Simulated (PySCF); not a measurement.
Polarisability and C₆ of Mg (magnesium, neutral)

[Ne] 3s2, closed-shell 1S. All numbers are calculated (PySCF 2.14, no relativity, point nucleus, in aug-cc-pVDZ (5s4p2d, 27 functions)). Coupled (time-dependent) response in atomic units; α is the mean over directions. A double-zeta set is small for polarisabilities.

```csv
method,mean α (bohr³),C₆ (like pair),S(−4)
UHF,81.12,760.3,3476
PBE,73.53,653.3,2895
PBE0,74.77,671.9,2965
BHandHLYP,73.17,649.9,2848
TPSSh,77.44,718.5,3089
```

S(−4) is the Cauchy moment in α(ω) = α(0) + S(−4) ω² + …

Reference α: 71.2 ± 0.4 bohr³ (recommended; Schwerdtfeger and Nagle, table of static dipole polarizabilities (2023 update)). Published C₆: 626.0 (Chu and Dalgarno (2004); Tang, Norbeck and Certain (1976)).

Hartree-Fock lies above the reference because it lacks correlation, which contracts the outer shell.

α(iu) at PBE0:

| u (hartree) | α(iu) (bohr³) |
| --- | --- |
| 0 | 74.77 |
| 0.0500 | 68.04 |
| 0.100 | 53.64 |
| 0.200 | 29.24 |
| 0.300 | 16.73 |
| 0.500 | 7.143 |
| 0.750 | 3.427 |
| 1.00 | 2.016 |
| 1.50 | 0.9574 |
| 2.00 | 0.5666 |
| 3.00 | 0.2696 |
| 5.00 | 0.1032 |
